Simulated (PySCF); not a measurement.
1,1,2,2-tetrafluoroethane (C2H2F4), SMILES FC(F)C(F)F. Atoms are numbered in the order given.

```xyz
8

F     -1.3622     0.0903     1.0986
C     -0.6916    -0.3214     0.0000
F     -1.3622     0.0903    -1.0986
C      0.6916     0.3214     0.0000
F      1.3622    -0.0903    -1.0986
F      1.3622    -0.0903     1.0986
H     -0.6194    -1.4235     0.0000
H      0.6194     1.4235     0.0000
```

Geometry optimised at B3LYP-D3(BJ)/def2-SVP. Other conformers were not sampled.

Calculation: SMD-M06-2X/def2-SVP (PySCF).

Solvation free energies are E(SMD) − E(gas) at the gas-phase geometry, for 1 M in both phases. In vacuum the dipole moment is 0.00 D.

Question: Rank water, 2-propanol, N,N-dimethylformamide by solvation free energy, most negative first.

Answer: 2-propanol (-4.5 kcal/mol), N,N-dimethylformamide (-4.0 kcal/mol), water (-1.5 kcal/mol)
